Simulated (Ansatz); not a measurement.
`NC[TeH]` + `[SiH3]O[Si](Cl)(Cl)Cl` → `Cl[Si](Cl)(Cl)[TeH]` + `NCO[SiH3]`  (redistribution)

Calculated with Ansatz (gas phase, PBE0-D4/def2-TZVP geometries, no zero-point term in ΔE). CCSD(T)/CBS adds triple-zeta CCSD(T) − MP2 to the extrapolated MP2 energy (def2 sets, frozen cores). DFT in def2-TZVPP. def2 core potentials past Kr. For Te outer-core shells are correlated without core-valence functions, which leaves a few kJ/mol of doubt a bond. Each species was taken in one conformer, which may not be the lowest.

`NC[TeH]`:

```xyz
8

N     1.150   -0.173   -0.566
C    -0.154    0.306   -0.190
Te   -1.341   -1.404    0.414
H     1.682   -0.475    0.240
H     1.677    0.538   -1.057
H    -0.641    0.749   -1.056
H    -0.196    1.015    0.643
H    -2.177   -0.558    1.572
```

`[SiH3]O[Si](Cl)(Cl)Cl`:

```xyz
9

Si    1.479   -0.696    0.099
O    -0.092   -0.282    0.386
Si   -1.377    0.581   -0.012
Cl   -0.953    2.562    0.099
Cl   -2.883    0.146    1.265
Cl   -1.956    0.145   -1.907
H     1.860   -1.700    1.117
H     2.331    0.512    0.217
H     1.592   -1.268   -1.263
```

`Cl[Si](Cl)(Cl)[TeH]`:

Z-matrix (Å, degrees):
```
Si
Cl 1 2.037
Cl 1 2.036 2 109.0
Cl 1 2.036 2 109.0 3 116.5
Te 1 2.468 2 106.2 3 -121.8
H 5 1.658 1 90.2 2 -179.9
```

`NCO[SiH3]`:

Cartesian coordinates in Å:
```
N 1.942 0.645 0.577
C 0.911 0.037 -0.181
O -0.375 0.186 0.421
Si -1.755 -0.416 -0.238
H 2.006 0.238 1.501
H 1.784 1.639 0.680
H 1.133 -1.031 -0.287
H 0.892 0.489 -1.179
H -2.001 0.162 -1.590
H -2.859 -0.051 0.680
H -1.678 -1.897 -0.383
```

CCSD(T)/CBS gives +0.95 eV.

(1) Another level gave +0.93 eV. Which?
A. PBE/def2-TZVPP
B. HF/def2-TZVPP
C. r2SCAN-D4/def2-TZVPP
D. B2PLYP/def2-TZVPP

Largest T1 diagnostic among the species: 0.011.

## Answers

(1) D. B2PLYP 0.93, r2SCAN-D4 0.85, HF/def2-TZVPP 1.05, PBE 0.70 eV.

In def2-TZVPP, CCSD(T) changes the Hartree–Fock value by −0.08 eV (the triples alone add −0.03 eV) and MP2 by −0.09 eV. From PBE to PBE0 (25 % exact exchange), in def2-TZVPP and without D4, ΔE moves by +0.07 eV.
